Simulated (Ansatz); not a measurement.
Input file for Ansatz (a first-principles code): R-PBE0/def2-TZVPPD on HCl (SMILES Cl). Files ending in .json are basis or fitting sets from the Basis Set Exchange.

Ansatz 0.2 input:
```yaml
crystal:
  periodic: [false, false, false]
  atoms:
    - {symbol: Cl, position_ang: [-0.82228556, 0.45499640, -0.43238706]}
    - {symbol: H, position_ang: [-0.72558065, -0.38573706, 0.53624912]}
basis:
  gaussian:
    orbitals: def2-TZVPPD.json
hamiltonian:
  xc: {name: PBE0}
scf: {lower_state_search: off}
```

The head of its log:

```
Functional definition: PBE0
[...]
these checks for a lower state are left out or cut short: stability, starts, cluster_reference, orbital_swaps, neighbouring_geometries, increment
integrals: 0.01 GiB planned
393 factors; their error is unknown
mean field: 0.12 GiB planned
mean field evaluation 1: about -12535.1209 eV, gradient 9.5e0 eV
mean field evaluation 2: about -12535.1920 eV, gradient 9.0e0 eV
```

Q: What total energy does the run end on?

A: -460.6667 hartree.
